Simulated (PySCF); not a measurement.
**Structure from NMR data**

Molecular formula: C$_{4}$H$_{9}$O$_{2}$PSi. Simulated spectra:

1H NMR (500 MHz, computed): δ 9.39 (s, 1H), 4.92 (m, 1H), 3.99 (m, 1H), 2.83 (m, 1H), 1.55 (d, 3H), 1.24 (m, 2H).

13C{1H} NMR (computed): δ 207.7 (C), 200.0 (CH), 39.4 (CH), 11.7 (CH3).

- σ from GIAO-PBE0/pcSseg-1
- GFN2-xTB geometry
- code: PySCF 2.14.0 with density-fitted response routines
- non-relativistic Hamiltonian, no solvent model, fast rotation and ring inversion assumed for equivalent nuclei, a single conformation

Scale: 1H and 13C vs TMS (reference shieldings calculated alike).

Which candidate is it?
A. C=CP([SiH3])C(=O)OC
B. COC(=O)/P=C(\C)[SiH3]
C. CC(=O)/C=C/O[SiH2]P
D. CO[C@@H]1C(=O)C[Si@@H]1P
E. C[C@@H]([SiH2]P)C(=O)C=O

## Answers

E. 

1. 4 carbon signals for 4 carbons: no two carbons are equivalent.
2. Carbon types of the structure: 1 × C, 2 × CH, 1 × CH3, leaving 4 H on heteroatoms.
3. δC 207.7: ketone carbonyl carbon; the double bond to the heteroatom, with no lone-pair donor beside it, deshields it most.
4. δC 200.0: aldehyde carbonyl carbon; the double bond to the heteroatom, with no lone-pair donor beside it, deshields it most.
5. δC 39.4: sp3 CH bonded to Si, α to a carbonyl; α to the electron-withdrawing carbonyl group.
6. δH 9.39: hydrogen on an aldehyde carbonyl carbon; deshielded by the polar, anisotropic C=O bond.
7. δH 2.83: hydrogen on an sp3 CH bonded to Si, α to a carbonyl; α to C=O.

The others: CC(=O)/C=C/O[SiH2]P would give 5 signals for carbon-bound and other non-exchanging H, not 6; COC(=O)/P=C(\C)[SiH3] would give 3 signals for carbon-bound and other non-exchanging H, not 6; CO[C@@H]1C(=O)C[Si@@H]1P has carbons computed at 205.9, 94.3, 62.6, 43.5, with a different DEPT pattern; C=CP([SiH3])C(=O)OC would give 5 signals for carbon-bound and other non-exchanging H, not 6.

Splittings by 31P in the carbon and heteronuclear signals aren't shown, as no couplings were computed. Shifts are as computed. Against solution values, carbons near 30 ppm lie about +3 ppm off and those near 130 ppm about +5 ppm. Of 1309 compounds with measured shifts, 239 miss one by over three times the rms of a fit or turn the order of signals round; such compounds aren't used in these exercises. Multiplicities follow the n + 1 count of equivalent neighbours, as no J values were calculated; m marks all less simple cases, F and P coupling included.
